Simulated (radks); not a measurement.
Ionisation of neutral argon, [Ar], to [Ne] 3s2 3p5 as the strength of local exchange is varied. Method: scalar-relativistic Kohn-Sham, Slater X-alpha exchange (alpha = 2/3 is LDA exchange), no correlation, spin-polarised, spherical densities, finite nucleus; Fermi nuclear charge, rms radius 3.4274 fm; computed with a radial shooting solver on a logarithmic mesh with Libxc functionals.

| alpha | E(Ar) (hartree) | exchange (hartree) | IE (eV) | -e of the level emptied (eV) | <r> of it (bohr) |
|---|---|---|---|---|---|
| 0.58 | -522.76935 | -24.11620 | 13.295 | 7.987 (3p) | 1.717 |
| 0.631 | -524.89434 | -26.33076 | 13.981 | 8.617 (3p) | 1.696 |
| 0.667 | -526.39890 | -27.90305 | 14.475 | 9.072 (3p) | 1.681 |
| 0.683 | -527.06881 | -28.60425 | 14.697 | 9.277 (3p) | 1.675 |
| 0.772 | -530.80880 | -32.53167 | 15.960 | 10.450 (3p) | 1.641 |
| 1.006 | -540.75190 | -43.07533 | 19.499 | 13.787 (3p) | 1.561 |

NIST Atomic Spectra Database: 15.760 eV (measured). The Delta-SCF value meets it near alpha = 0.76. Open shells are spherical and high-spin; term and fine-structure splittings are not resolved.
